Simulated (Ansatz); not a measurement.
acetic acid (C2H4O2), singlet, at a GFN2-xTB geometry; CCSD(T)/STO-3G (Ansatz, a quantum-chemistry and plane-wave program).

The Ansatz input:
Ansatz 0.2 input:
```yaml
crystal:
  periodic: [false, false, false]
  atoms:
    - {symbol: C, position_ang: [-0.00315599, 0.15499744, 0.00211695]}
    - {symbol: O, position_ang: [0.17039265, 1.34242476, 0.01690963]}
    - {symbol: O, position_ang: [-1.22753391, -0.39207402, 0.00355055]}
    - {symbol: H, position_ang: [-1.90744240, 0.29943580, 0.01779441]}
    - {symbol: C, position_ang: [1.07040744, -0.89412184, -0.01979608]}
    - {symbol: H, position_ang: [2.04770176, -0.42261924, -0.02046975]}
    - {symbol: H, position_ang: [0.96302272, -1.53432562, 0.85236222]}
    - {symbol: H, position_ang: [0.95033928, -1.51055050, -0.90729357]}
basis:
  gaussian:
    orbitals: STO-3G
magnetization: {spin_polarized: false}
correlation: {method: ccsd_t, electrons: outside_noble_gas}
accuracy: high
```

The log (banner, timings and long lists left out):

```
Functional definition: HF
477 factors; integrals over basis functions are off by at most 2.7e-9 eV
mean field evaluation 1: about -6112.7732 eV, gradient 3.6e1 eV
mean field evaluation 2: about -6112.9463 eV, gradient 3.6e1 eV
mean field evaluation 4: about -6117.1920 eV, gradient 2.7e0 eV
mean field evaluation 8: about -6117.2453 eV, gradient 1.2e-1 eV
mean field evaluation 16: about -6115.7914 eV, gradient 2.3e1 eV
mean field -6117.24532716 eV, -224.8046193553 hartree, gradient 8.7e-9 eV, S^2 0.000000; 0 other end points of the search recorded, 0 dependent functions left out; unrestricted orbitals would lower it
4 core orbitals not correlated
reference -6117.24532716 eV, -224.8046193553 hartree; 12, 12 occupied and 8, 8 virtual orbitals, 477 factors
second order -5.41863368 eV of doubles, -0.00000000 eV of singles
cycle   1  -6.02744743 eV  change   -6.1e-1 eV  update   9.1e-2
cycle   2  -6.38951479 eV  change   -3.6e-1 eV  update   2.9e-2
cycle   3  -6.49759886 eV  change   -1.1e-1 eV  update   1.3e-2
cycle   4  -6.50480241 eV  change   -7.2e-3 eV  update   2.7e-3
cycle   5  -6.50432450 eV  change    4.8e-4 eV  update   7.8e-4
cycle   6  -6.50369044 eV  change    6.3e-4 eV  update   2.1e-4
cycle   7  -6.50362112 eV  change    6.9e-5 eV  update   7.3e-5
cycle   8  -6.50362272 eV  change   -1.6e-6 eV  update   2.4e-5
cycle   9  -6.50362344 eV  change   -7.2e-7 eV  update   7.5e-6
cycle  10  -6.50362095 eV  change    2.5e-6 eV  update   2.8e-6
cycle  11  -6.50362072 eV  change    2.3e-7 eV  update   1.0e-6
cycle  12  -6.50362023 eV  change    4.9e-7 eV  update   3.9e-7
cycle  13  -6.50362073 eV  change   -5.0e-7 eV  update   1.1e-7
cycle  14  -6.50362082 eV  change   -9.7e-8 eV  update   4.7e-8
cycle  15  -6.50362084 eV  change   -1.2e-8 eV  update   2.4e-8
cycle  16  -6.50362042 eV  change    4.2e-7 eV  update   1.5e-7
cycle  17  -6.50362043 eV  change   -1.5e-8 eV  update   5.2e-8
cycle  18  -6.50362040 eV  change    3.1e-8 eV  update   1.8e-8
cycle  19  -6.50362039 eV  change    8.1e-9 eV  update   5.8e-9
cycle  20  -6.50362039 eV  change    4.9e-9 eV  update   1.9e-9
cycle  21  -6.50362039 eV  change    1.7e-9 eV  update  6.8e-10
perturbative correction -0.17915679 eV, -0.0065838904 hartree
Total energy: -6123.92810433 eV, -225.0502068867 hartree
```
